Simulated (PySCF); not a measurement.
C3H3N2, SMILES [N]1C=CN=C1, multiplicity 2. Geometry: PBE0-D3(BJ)/def2-SVP. The isomer is the one that the SMILES or the coordinates give; other isomers of the formula were not compared.

Computed equilibrium geometry at PBE0-D3(BJ)/def2-SVP (PySCF confirms it by a frequency run) as a Z-matrix, and its point group:
point group C2v.
```
C
N 1 1.3123
C 2 1.3650 1 103.08
N 3 1.3650 2 116.28 1 0.00
C 4 1.3123 3 103.08 2 0.00
H 3 1.0926 2 121.86 1 180.00
H 5 1.0929 4 123.19 3 180.00
H 1 1.0929 2 123.19 3 180.00
```
Charge 0, spin multiplicity 2.
